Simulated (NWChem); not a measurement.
System: ethyl methyl carbonate (C4H8O3); SMILES CCOC(OC)=O

```xyz
15

C     -0.4347     3.0147     0.0000
C      0.4246     1.7774     0.0000
O     -0.4394     0.6430     0.0000
C      0.1629    -0.5391     0.0000
O      1.3512    -0.7256     0.0000
O     -0.7683    -1.4876     0.0000
C     -0.2790    -2.8149     0.0000
H     -1.0794     3.0458     0.8904
H      0.1992     3.9133     0.0000
H     -1.0794     3.0458    -0.8904
H      1.0790     1.7311    -0.8855
H      1.0790     1.7311     0.8855
H     -1.1611    -3.4659     0.0000
H      0.3342    -3.0107    -0.8922
H      0.3342    -3.0107     0.8922
```
Atoms are numbered in this order, from 1.

Computed with NWChem. Pople sets run with spherical d functions. All runs use the structure optimised with PBE0/def2-SVP. Atomic charges in e: unrestrained fits to the electrostatic potential beside Mulliken populations; buried atoms are poorly determined by the fit.

Predict the results for Hartree-Fock/6-31G*. Quantities: ESP C1; Mulliken C1; ESP C2; Mulliken C2; ESP O3; Mulliken O3; ESP C4; Mulliken C4; ESP O5; Mulliken O5; relative RMS misfit of the potential (%).


| Property | Result |
|---|---|
| ESP C1 | -0.19 |
| Mulliken C1 | -0.51 |
| ESP C2 | 0.55 |
| Mulliken C2 | 0.00 |
| ESP O3 | -0.62 |
| Mulliken O3 | -0.65 |
| ESP C4 | 1.16 |
| Mulliken C4 | 1.12 |
| ESP O5 | -0.69 |
| Mulliken O5 | -0.62 |
| relative RMS misfit of the potential (%) | 26 |
